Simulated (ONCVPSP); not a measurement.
**Potentials for iron compared**

Generated with ld1.x 7.5 (TM, RRKJ, ultrasoft, PAW), atompaw 4.2 or ONCVPSP 4.0.1. The cutoff is in Ry: for ld1.x and atompaw files where the sum of valence levels is converged to 10 mRy in a Bessel basis, for ONCV files where the hardest occupied wave has 1 mHa per electron of residual kinetic energy. The error is the largest all-electron minus pseudo excitation energy over each file’s own four to seven test configurations (ionisations up to +4, promotions, holes and added fractions of an electron), all of which were solved. The labels leave out finer settings (local radius, basis sizes, second energies), which also bear on the numbers. Spin-polarised tests are not counted. The rows are a selection from randomly drawn settings: files with unsolved tests, undetermined cutoffs or missed reference levels are left out.

A true bound ghost makes a file unfit for plane-wave use even where its test errors are small: the radial tests pick states by their node count and pass the ghost by.

| potential | cutoff (Ry) | largest error (meV) | bound ghosts |
| --- | --- | --- | --- |
| ONCV, PBEsol, scalar-relativistic, rc 1.55/0.85/1.10 (spd), local smoothed, core correction yes, reference 3s2 3p6 3d6 4s2, qcut 6.4/8.2/13.9, projectors 2/3/3 | 145 | -7.0 | p |
| ONCV, PBE, scalar-relativistic, rc 2.25/1.20/1.90 (spd), local smoothed, core correction yes, reference 3p6 3d6 4s2, qcut 2.3/12.1/8.9, projectors 2/2/1 | 68 | +100 | none |
| ONCV, LDA (Perdew-Wang 92), scalar-relativistic, rc 1.50/0.95/1.75 (spd), local smoothed, core correction yes, reference 3s2 3p6 3d6 4s1.5, qcut 8.8/10.1/9.8, projectors 2/2/3 | 71 | +7.6 | none |
| ONCV, LDA (Perdew-Zunger), scalar-relativistic, rc 1.10/1.15/1.10 (spd), local d, core correction yes, reference 3s2 3p6 3d6 4s0.5, qcut 8.3/12.5/13.6, projectors 2/2/0 | 154 | -2.9 | none |
| ONCV, PBE, scalar-relativistic, rc 1.30/0.80/1.04 (spd), local smoothed, core correction no, reference 3s2 3p6 3d6 4s2, qcut 6.9/16.6/10.2, projectors 2/2/1 | 378 | -25 | none |
| ONCV, PBEsol, fully relativistic, rc 2.30/2.30/1.60 (spd), local smoothed, core correction no, reference 3d6 4s2, qcut 2.6/3.1/10.1, projectors 2/2/1 | 77 | +48 | none |

Question: Fill in the row for Fe: ONCV, LDA (Perdew-Wang 92), scalar-relativistic, rc 1.50/1.35/1.85 (spd), local smoothed, core correction yes, reference 3s2 3p6 3d6 4s1 4p1, qcut 8.7/8.7/7.2, projectors 2/2/2.

Answer: cutoff 60 Ry, largest error +5.9 meV, bound ghosts: none.

Question: Fill in the row for Fe: ONCV, PBE, scalar-relativistic, rc 1.20/1.20/1.85 (spd), local smoothed, core correction no, reference 3s2 3p6 3d6 4s2, qcut 10.7/11/7.6, projectors 2/2/3.

Answer: cutoff 77 Ry, largest error +65 meV, bound ghosts: none.

Question: Fill in the row for Fe: ONCV, PBE, scalar-relativistic, rc 1.25/1.25/0.90 (spd), local smoothed, core correction yes, reference 3s2 3p6 3d6 4s2, qcut 8/9.9/12.5, projectors 2/2/2.

Answer: cutoff 247 Ry, largest error -3.8 meV, bound ghosts: none.
